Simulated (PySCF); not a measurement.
Molecule: `[SiH3][Si@@](N)(O)P`, H$_{8}$NOPSi$_{2}$.

Bonds (- single, = double, # triple, : aromatic): N1-Si2 1.724 Å, Si2-O3 1.677 Å, Si2-Si4 2.334 Å, Si2-P5 2.266 Å. N1 carries H6, H7; O3 carries H8; Si4 carries H9, H10, H11; P5 carries H12, H13. Stereochemistry as in N[Si@@](O)([SiH3])P.

Geometry PBE0-D3(BJ)/def2-SVP throughout; GIAO in PySCF 2.14, gas phase, one conformer, non-relativistic; equivalent atoms averaged; basis pcSseg-1.

(1) How do the absolute shieldings σ depend on the functional? (ppm; last column core-seconds on shared hosts with different chips, so compare them loosely)

(2) Which nucleus moves most, in ppm?

## Answers

(1) 
```tsv
functional	kind	N1	Si2	Si4	O3	P5	H9/H10/H11	H8	H12/H13	H6/H7	core-s
HF	Hartree–Fock	232.7	395.5	484.8	272.4	599.7	28.38	30.08	30.11	30.48	6
LDA	LDA	207.6	313.8	437.9	225.0	549.2	27.19	29.12	28.88	29.38	15
PBE	GGA	209.4	334.1	446.1	229.2	553.3	27.68	29.76	29.41	29.88	18
BLYP	GGA	207.9	323.4	433.3	229.3	532.6	27.94	30.00	29.70	30.12	18
BP86	GGA	209.0	333.2	443.2	229.6	550.3	27.74	29.81	29.48	29.95	18
OPBE	GGA	215.6	362.5	463.4	239.5	575.8	27.71	29.82	29.39	29.91	18
KT2	GGA	210.0	358.5	470.3	226.0	574.0	27.70	29.70	29.38	29.77	18
KT3	GGA	213.4	366.3	468.6	234.5	569.8	27.96	29.98	29.64	30.02	19
B97-D	GGA	212.3	348.6	450.2	236.9	549.2	28.02	30.01	29.69	30.17	19
B3LYP	global hybrid	214.0	336.8	443.2	240.7	548.2	28.00	29.98	29.74	30.16	12
PBE0	global hybrid	217.0	350.4	457.4	243.6	571.3	27.80	29.81	29.51	29.99	11
mPW1PW91	global hybrid	216.6	349.4	454.0	244.2	567.3	27.87	29.87	29.58	30.05	11
WP04	global hybrid	209.6	340.6	426.5	246.1	517.4	28.60	30.14	30.16	30.38	19
B97-2	global hybrid	217.4	357.3	458.7	245.7	568.5	27.97	29.97	29.65	30.14	16
BHandHLYP	global hybrid	221.8	357.3	458.1	254.4	568.1	28.12	29.97	29.84	30.24	16
CAM-B3LYP	range-separated hybrid	218.9	340.8	449.0	248.7	557.8	27.96	29.87	29.70	30.14	27
wB97X-D	range-separated hybrid	218.2	350.7	456.4	247.8	568.6	27.94	29.93	29.68	30.12	26
LC-wPBE	range-separated hybrid	224.6	355.2	461.0	259.3	580.0	27.93	29.86	29.62	30.16	39
```

(2) P5 (phosphorus bonded to Si, 2 H): from 517.4 ppm with WP04 to 599.7 ppm with HF. The smallest spread is 1.02 ppm, at H8.
